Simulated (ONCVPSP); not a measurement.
calcium (Ca): one change to an ONCV potential, before and after

```json
{
  "Element": "calcium (Ca)",
  "Generator": "ONCVPSP 4.0.1",
  "Type": "optimised norm-conserving Vanderbilt (ONCV)",
  "Functional": "PBE",
  "Relativity": "scalar-relativistic",
  "Frozen core": "[Ne]",
  "Valence charge": "10",
  "Reference configuration": "3s2 3p6 3d0.5 4s1.5",
  "Partial waves": "3s+4s: rc 1.60 bohr, ncon 3, nbas 7, qcut 9.2 1/bohr, 2 projectors; 3p: rc 1.85 bohr, ncon 3, nbas 7, qcut 7.7 1/bohr, 1 projector; 3d: rc 2.35 bohr, ncon 5, nbas 10, qcut 6.2 1/bohr, 2 projectors, debl 0.4 Ha",
  "Local potential": "polynomial inside 1.30 bohr (lpopt 5, dvloc0 6 Ha)",
  "Core correction": "none"
}
```

All-electron outer shells of the reference configuration (PBE, scalar-relativistic, ld1.x):

| shell | level (eV) | outermost node (bohr) | outermost maximum (bohr) |
| --- | --- | --- | --- |
| 2p | -333.07 | – | 0.25 |
| 3s | -45.60 | 0.45 | 0.99 |
| 3p | -26.61 | 0.42 | 1.06 |
| 4s | -3.44 | 1.44 | 3.51 |
| 3d | -1.10 | – | 1.32 |

Change: local potential polynomial inside 1.30 bohr (lpopt 5, dvloc0 8.5 Ha).

Cutoffs: the cutoffs (Ha) at which the residual kinetic energy of the hardest occupied pseudo-wave falls to 1 and 0.1 mHa per electron; they do not see the model core or the augmentation charge, which bear on the density cutoff. Errors are all-electron minus pseudo energies relative to the spin-unpolarised reference configuration.

Q: How do hardness, ghosts and transferability respond?

A: The potential gets neither clearly harder nor softer (25 Ha and 30 Ha → 25 Ha and 30 Ha); the errors of the 3 common tests hardly move; the range in which the p phases agree narrows (upper end at the end of the scan → 1.7); neither file shows a bound ghost.

```csv
quantity,base,changed
"cutoff, loose",25 Ha,25 Ha
"cutoff, tight",30 Ha,30 Ha
bound ghosts,none,none
GHOST(+) flags under 300 eV,none,none
tests with a reliable result,3 of 4,3 of 4
"error for 3s2 3p6 3d0 4s2, meV [ΔE -1.05 eV]",+7.9,+7.9
"error for 3s2 3p6 3d0 4s1, meV [ΔE 5.26 eV]",+9.2,+9.1
"error for 3s2 3p6 3d1 4s1, meV [ΔE 1.23 eV]",+5.5,+5.4
s: phases at 1.62 bohr within 0.05 rad from the reference energy up to (Ha; the scan ends near 5),to the end of the scan,to the end of the scan
p: phases at 1.88 bohr within 0.05 rad from the reference energy up to (Ha; the scan ends near 5),to the end of the scan,1.7
d: phases at 2.39 bohr within 0.05 rad from the reference energy up to (Ha; the scan ends near 5),4.2,4.1
```
